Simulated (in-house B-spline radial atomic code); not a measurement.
Inner-shell binding energies (edges) and X-ray emission energies of free atoms and ions, as differences of relaxed hole-state energies with first-order Breit, QED and recoil terms, without correlation or multiplet splittings, in NIST's listed ground configurations. For neutral atoms such line energies lie within some 1 to 5 eV of tabulated X-ray lines (up to 20 eV for the heaviest). Removing outer electrons raises all edges nearly alike, so lines move far less than edges. K = 1s, L1 = 2s, L2 = 2p1/2, L3 = 2p3/2, M3 = 3p3/2. A dash marks a subshell that is part filled or wasn't run, or a line left out. Computed with a B-spline radial code for spherical atoms: Dirac-Hartree-Fock, average of the configuration, finite nuclei.

| ion | configuration | K edge (eV) | L1 edge (eV) | L3 edge (eV) | K-L3 (eV) | K-L2 (eV) | K-M3 (eV) |
| --- | --- | --- | --- | --- | --- | --- | --- |
| Hg | [Xe] 4f14 5d10 6s2 | 83104.5 | 14856.9 | 12290.6 | 70813.9 | 68888.3 | 80244.3 |
| Hg2+ | [Xe] 4f14 5d10 | 83125 | 14877.1 | 12310.9 | 70814.1 | 68888.5 | 80244.5 |
| Hg3+ | [Xe] 4f14 5d9 | 83141.5 | 14893.7 | 12327.5 | 70814 | 68888.4 | 80244.5 |
| Hg4+ | [Xe] 4f14 5d8 | 83159.3 | 14911.6 | 12345.4 | 70813.9 | 68888.4 | 80244.6 |
| Hg5+ | [Xe] 4f14 5d7 | 83178.4 | 14930.7 | 12364.5 | 70813.9 | 68888.3 | 80244.7 |
| Hg6+ | [Xe] 4f14 5d6 | 83198.5 | 14950.9 | 12384.7 | 70813.8 | 68888.2 | 80244.9 |
| Hg7+ | [Xe] 4f14 5d5 | 83219.7 | 14972.2 | 12406 | 70813.7 | 68888.1 | 80245.1 |
